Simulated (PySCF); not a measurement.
# Computed structure and properties of CeH4(H2O)

System: CeH4(H2O) (singlet); start: displaced along the imaginary mode (C2). Method: PySCF 2.14.0, RKS r2SCAN, Ce lcecp-2-SVP with ECP46, H def2-SVP, O def2-SVP; non-relativistic Hamiltonian with scalar-relativistic core potentials where named; density fitting; no spin-orbit coupling.

Input of the relaxation:

```python
mol = gto.M(atom='''
Ce     0.14723     0.25500    -0.00000
H     -0.34712    -0.44153     1.81281
H     -0.20883    -0.52137    -1.81281
H      2.14795     0.34240     0.02873
H     -0.77742     2.03139    -0.02873
O     -1.15691    -2.00379     0.00000
H     -2.11523    -2.11757     0.25000
H     -0.77630    -2.89062    -0.25000''',
    basis={'Ce': 'lcecp-2-SVP', 'H': 'def2-SVP', 'O': 'def2-SVP'},
    ecp={'Ce': 'lcecp-2-SVP'},
    charge=0, spin=0)
mf = dft.RKS(mol, xc='R2SCAN')
mf.grids.atom_grid = (50, 194)  # f atoms: unpruned, at least (60, 302)
mf = mf.density_fit()  # fitting sets: Ce AutoAux, H def2-universal-JKFIT, O def2-universal-JKFIT
mf.conv_tol = 1e-08; mf.max_cycle = 55
mf.kernel(dm0)  # dm0: converged density of the start geometry
# quasi-Newton relaxation in Cartesian coordinates to a largest gradient under 0.00045 Eh/bohr, steps kept in the point group
```

Run from Python with OMP_NUM_THREADS=2; the lines above give its settings. Where DIIS fails, smearing, a level shift and second-order steps follow.
It took 56 s on 2 threads of Arm Neoverse V1 (shared host), from the converged density of the start.

Course of the relaxation:

```json
{"step": "0", "energy above end (eV)": "0.4611", "largest force component within the symmetry (eV/Å)": "1.534"}
{"step": "1", "energy above end (eV)": "0.3555", "largest force component within the symmetry (eV/Å)": "0.173"}
{"step": "2", "energy above end (eV)": "0.3133", "largest force component within the symmetry (eV/Å)": "1.651"}
{"step": "3", "energy above end (eV)": "0.2479", "largest force component within the symmetry (eV/Å)": "0.524"}
{"step": "4", "energy above end (eV)": "0.1680", "largest force component within the symmetry (eV/Å)": "0.425"}
{"step": "5", "energy above end (eV)": "0.1469", "largest force component within the symmetry (eV/Å)": "1.625"}
{"step": "6", "energy above end (eV)": "0.0627", "largest force component within the symmetry (eV/Å)": "0.165"}
{"step": "7", "energy above end (eV)": "0.0397", "largest force component within the symmetry (eV/Å)": "0.179"}
{"step": "11", "energy above end (eV)": "0.0023", "largest force component within the symmetry (eV/Å)": "0.105"}
{"step": "12", "energy above end (eV)": "0.0010", "largest force component within the symmetry (eV/Å)": "0.033"}
{"step": "13", "energy above end (eV)": "0.0004", "largest force component within the symmetry (eV/Å)": "0.022"}
{"step": "14", "energy above end (eV)": "0.0001", "largest force component within the symmetry (eV/Å)": "0.033"}
{"step": "15", "energy above end (eV)": "0.0000", "largest force component within the symmetry (eV/Å)": "0.023"}
{"step": "16", "energy above end (eV)": "0.0000", "largest force component within the symmetry (eV/Å)": "0.008"}
```
(The steps between are left out.)

Relaxed geometry (C2v):

```xyz
8

Ce    0.1249    0.2163    0.0000
H    -0.5561   -0.4384    1.7747
H    -0.1016   -0.7007   -1.7747
H     2.1143    0.3122    0.2458
H    -0.7867    1.9871   -0.2458
O    -1.1095   -1.9216    0.0000
H    -1.4851   -2.3432    0.7835
H    -1.2868   -2.4577   -0.7835
```

| contact | Å |
| --- | --- |
| Ce1–H2 (H) | 2.010 |
| Ce1–H3 (H) | 2.010 |
| Ce1–H4 (H) | 2.007 |
| Ce1–H5 (H) | 2.007 |
| Ce1–O6 (H2O) | 2.469 |

On the finer grid (75, 302):

```json
{"HOMO": "not given (4f levels lie in the core)", "LUMO": "not given (4f levels lie in the core)", "Dipole about the centre of mass": "4.40 D", "Set of Mulliken populations of Ce1 outside the core potential": "s 2.52, p 6.16, d 2.21, f 0.05", "D3(BJ) dispersion energy (not in the energies)": "-0.029 eV"}
```

| atom | Mulliken (e) | Löwdin (e) | spin (e) |
| --- | --- | --- | --- |
| Ce1 | 1.06 | 0.64 | 0.00 |
| H2 | -0.31 | -0.22 | 0.00 |
| H3 | -0.31 | -0.22 | 0.00 |
| H4 | -0.31 | -0.22 | 0.00 |
| H5 | -0.31 | -0.22 | 0.00 |
| O6 | -0.28 | -0.01 | 0.00 |
| H7 | 0.24 | 0.12 | 0.00 |
| H8 | 0.24 | 0.12 | 0.00 |

The large-core potential holds the 4f shell empty.

No frequency check is given here. The steps kept the symmetry C2 of the start, so a lower state may lie off it.

Taking off one H (charge -1, singlet; the rest: singlet) in vacuum, both parts rigid, costs 9.68 eV; the small basis without counterpoise inflates it. Most of it is the attraction of opposite charges; other ways to part are cheaper, and one spin state was tried for the rest.

Rigid scan of H along the line from its metal, all other atoms held (where the atom bridges, its other bond changes as well):

```tsv
distance to H2 (Å)	energy (eV)
1.71	0.550
1.81	0.215
1.91	0.048
2.01	0.000
2.11	0.037
2.21	0.133
2.41	0.426
2.71	0.962
3.11	1.664
3.61	2.411
```

Taking off one H2O (charge 0, singlet; the rest: singlet) in vacuum, both parts rigid, costs 1.20 eV; the small basis without counterpoise inflates it.

Rigid scan of H2O along the line from its metal, all other atoms held (where the atom bridges, its other bond changes as well):

```csv
distance to O6 (Å),energy (eV)
2.17,0.443
2.27,0.165
2.37,0.035
2.47,0.000
2.57,0.025
2.67,0.086
2.87,0.251
3.17,0.500
3.57,0.747
4.07,0.930
```

One start shape was tried, so this needn't be the lowest isomer.
